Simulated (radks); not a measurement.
Valence configurations of Nb I (all share [Kr]). Method: scalar-relativistic Kohn-Sham, r2SCAN, spin-polarised, spherical densities, finite nucleus; open shells are filled with parallel spins first (spin-orbit coupling, left out, can overturn this in heavy ions); meta-GGA in the generalised Kohn-Sham scheme; Fermi nuclear charge, rms radius 4.324 fm; computed with a radial shooting solver on a logarithmic mesh with Libxc functionals. Energies are relative to 4d4 5s1; eigenvalues in eV for spin up.

valence          E (eV)  moment (Bohr magnetons)   e(4d)   e(5p)   e(5s)
4d4 5s1           0.000                        5  -3.851       -  -4.740
4d5               1.081                        5  -2.421       -       -
4d3.5 5s1.5       0.947                        4  -4.767       -  -5.084
4d4.5 5s0.5       0.498                        5  -3.106       -  -4.195
4d3 5s1 5p1       3.336                        5  -6.598  -2.490  -6.354
4d3.5 5s1 5p0.5   1.481                        5  -5.223  -1.903  -5.572
4d2.5 5s1.5 5p1   5.044                        4  -7.578  -2.708  -6.708
4d3 5s1.5 5p0.5   2.807                        4  -6.180  -2.096  -5.912
4d4 5p1           3.402                        5  -4.966  -1.964       -
4d2.5 5s1 5p1.5   5.598                        5  -7.973  -3.032  -7.106

NIST lists [Kr] 4d4 5s1 as the ground configuration; this level of theory agrees among the configurations tried. The energies are those of spherical high-spin densities, not of single terms.
